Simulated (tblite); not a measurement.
Compound: C3H13BO2Si3.
Atom-mapped SMILES: `[CH3:1][BH:2][C@@H:3]1[CH2:4][SiH2:5][O:6][Si@H:7]1[O:8][SiH3:9]` (hydrogens: H10, H11, H12 on C1; H13 on B2; H14 on C3; H15, H16 on C4; H17, H18 on Si5; H19 on Si7; H20, H21, H22 on Si9)

Computed with GFN2-xTB (tblite), gas phase: L-BFGS steps from a force-field or distance-geometry start until the largest atomic force falls under 0.01 eV/Å.

Geometry at step 10:
```
atom  x, y, z in Å
C1     -2.7490    1.4169   -0.9350
B2     -1.7611    0.9641    0.2014
C3     -0.8974   -0.3257    0.0227
C4     -1.0719   -1.3463    1.1810
Si5     0.5187   -2.3927    1.3050
O6      1.5539   -1.2579    0.7229
Si7     0.9567    0.1346    0.1271
O8      1.6987    0.5088   -1.2659
Si9     3.2204    1.1018   -1.3070
H10    -3.3053    2.3226   -0.7120
H11    -3.4677    0.6152   -1.1100
H12    -2.2232    1.5584   -1.8789
H13    -1.6582    1.5557    1.2137
H14    -1.0857   -0.8553   -0.9212
H15    -1.2079   -0.7876    2.1150
H16    -1.9748   -1.9392    1.0131
H17     0.5523   -3.5131    0.3620
H18     0.9340   -2.7053    2.6711
H19     1.2635    1.1926    1.0977
H20     4.0621    0.0847   -0.6652
H21     3.5053    1.3458   -2.7218
H22     3.1261    2.3415   -0.5166
```

**Question.** Give the atomic forces at this geometry.

**Answer.** 
```json
{"atom": "C1", "Fx (eV/Å)": "0.053", "Fy (eV/Å)": "-0.014", "Fz (eV/Å)": "0.050"}
{"atom": "B2", "Fx (eV/Å)": "0.097", "Fy (eV/Å)": "-0.115", "Fz (eV/Å)": "-0.016"}
{"atom": "C3", "Fx (eV/Å)": "0.112", "Fy (eV/Å)": "-0.075", "Fz (eV/Å)": "0.111"}
{"atom": "C4", "Fx (eV/Å)": "0.048", "Fy (eV/Å)": "0.045", "Fz (eV/Å)": "-0.129"}
{"atom": "Si5", "Fx (eV/Å)": "-0.139", "Fy (eV/Å)": "0.082", "Fz (eV/Å)": "-0.047"}
{"atom": "O6", "Fx (eV/Å)": "0.183", "Fy (eV/Å)": "-0.037", "Fz (eV/Å)": "0.023"}
{"atom": "Si7", "Fx (eV/Å)": "-0.242", "Fy (eV/Å)": "0.034", "Fz (eV/Å)": "0.037"}
{"atom": "O8", "Fx (eV/Å)": "-0.078", "Fy (eV/Å)": "-0.003", "Fz (eV/Å)": "0.130"}
{"atom": "Si9", "Fx (eV/Å)": "0.022", "Fy (eV/Å)": "0.007", "Fz (eV/Å)": "0.076"}
{"atom": "H10", "Fx (eV/Å)": "-0.017", "Fy (eV/Å)": "0.031", "Fz (eV/Å)": "-0.062"}
{"atom": "H11", "Fx (eV/Å)": "-0.036", "Fy (eV/Å)": "0.063", "Fz (eV/Å)": "-0.054"}
{"atom": "H12", "Fx (eV/Å)": "-0.033", "Fy (eV/Å)": "0.012", "Fz (eV/Å)": "0.016"}
{"atom": "H13", "Fx (eV/Å)": "-0.127", "Fy (eV/Å)": "-0.045", "Fz (eV/Å)": "-0.049"}
{"atom": "H14", "Fx (eV/Å)": "0.046", "Fy (eV/Å)": "0.109", "Fz (eV/Å)": "0.109"}
{"atom": "H15", "Fx (eV/Å)": "-0.057", "Fy (eV/Å)": "-0.140", "Fz (eV/Å)": "-0.119"}
{"atom": "H16", "Fx (eV/Å)": "0.011", "Fy (eV/Å)": "0.134", "Fz (eV/Å)": "0.110"}
{"atom": "H17", "Fx (eV/Å)": "0.035", "Fy (eV/Å)": "0.012", "Fz (eV/Å)": "0.096"}
{"atom": "H18", "Fx (eV/Å)": "0.024", "Fy (eV/Å)": "0.022", "Fz (eV/Å)": "-0.111"}
{"atom": "H19", "Fx (eV/Å)": "-0.059", "Fy (eV/Å)": "-0.149", "Fz (eV/Å)": "0.001"}
{"atom": "H20", "Fx (eV/Å)": "0.053", "Fy (eV/Å)": "0.233", "Fz (eV/Å)": "-0.146"}
{"atom": "H21", "Fx (eV/Å)": "-0.125", "Fy (eV/Å)": "-0.092", "Fz (eV/Å)": "0.138"}
{"atom": "H22", "Fx (eV/Å)": "0.230", "Fy (eV/Å)": "-0.113", "Fz (eV/Å)": "-0.163"}
```

The largest, 0.30 eV/Å, acts on H22; the rms over all components is 0.097 eV/Å. The forces sum to zero within rounding, as they must for an isolated molecule in no field.

**Question.** Give the force on H22 in Eh/bohr and in nN.

**Answer.** 0.304 eV/Å ÷ 51.422 = 0.00591 Eh/bohr, and 0.304 eV/Å × 1.602 = 0.49 nN.

**Question.** How far is this geometry from the end of the optimisation?

**Answer.** 0.309 eV above it, and 0.987 Å rms away after alignment. The bonds farthest from their final lengths, with half the difference of the two atoms' forces along the bond (positive lengthens):

```json
{"bond": "B2–C3", "now (Å)": "1.563", "final (Å)": "1.546", "force along bond (eV/Å)": "-0.02"}
{"bond": "Si7–H19", "now (Å)": "1.468", "final (Å)": "1.453", "force along bond (eV/Å)": "-0.06"}
{"bond": "C3–Si7", "now (Å)": "1.913", "final (Å)": "1.927", "force along bond (eV/Å)": "-0.16"}
{"bond": "Si9–H22", "now (Å)": "1.473", "final (Å)": "1.460", "force along bond (eV/Å)": "-0.12"}
{"bond": "C3–C4", "now (Å)": "1.554", "final (Å)": "1.541", "force along bond (eV/Å)": "-0.13"}
{"bond": "O8–Si9", "now (Å)": "1.634", "final (Å)": "1.623", "force along bond (eV/Å)": "+0.05"}
```

The angle farthest from its final value is Si7–O8–Si9, 122.1° against 153.1°.

Of the 6 listed bonds off by 0.010 Å or more, this force points towards the final length in 4.

What follows is the cost of the whole relaxation. The run took 3.7 s wall on Intel Xeon Platinum 8259CL at 2.50 GHz, one thread, no GPU, shared host.
